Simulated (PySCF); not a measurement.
# KLi at PBE0

Level: PBE0. basis K x2c-TZVPall, Li x2c-TZVPall; spin-free X2C with a Gaussian nucleus; PySCF 2.14.

* state: ³Σ⁺ (triplet), unpaired electrons σ ↑↑, a second solution, started from another occupation
* bond length: 4.684 Å
* harmonic wavenumber: 60.3 cm⁻¹
* force constant: 0.0127 mdyn/Å
* rotational constant Be: 0.1292 cm⁻¹
* anharmonicity ωexe: 2.26 cm⁻¹
* vibration–rotation constant αe: 0.00478 cm⁻¹
* energy of the minimum from ground-state K + Li: -0.039 eV
* bond order (Mayer): 0.22
* dipole moment (positive dipole means K(−)Li(+)): -0.82 D
